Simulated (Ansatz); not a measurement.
Cartesian coordinates (Å):
```xyz
13

C      1.4933    -0.9777     0.0222
Si     0.0299     0.0002    -0.6554
C      0.1024     1.7817    -0.0406
C     -1.5895    -0.8039    -0.1185
H      1.4624    -0.9924     1.1174
H      1.4773    -2.0114    -0.3275
H      2.4429    -0.5331    -0.2804
H      1.0285     2.2709    -0.3472
H     -0.7335     2.3691    -0.4243
H      0.0558     1.8051     1.0539
H     -2.4519    -0.2602    -0.5079
H     -1.6623    -0.8119     0.9748
H     -1.6553    -1.8362    -0.4664
```
Charge 0, spin multiplicity 2.

Method: Ansatz (an electronic-structure program) with frozen-core CCSD(T)/cc-pVTZ // B3LYP-D3(BJ)/def2-TZVP.

```json
{
 "HF energy": "-407.82158 Ha",
 "MP2 correlation energy": "-0.64449 Ha"
}
```

Problem. Estimate the CCSD correlation energy, the (T) correction, the total energy and the T1 diagnostic.

Solution. 
```
Item                            Result
-----------------------  -------------
CCSD correlation energy    -0.69799 Ha
(T) correction             -0.02664 Ha
CCSD(T) total energy     -408.54621 Ha
T1 diagnostic                    0.011
```
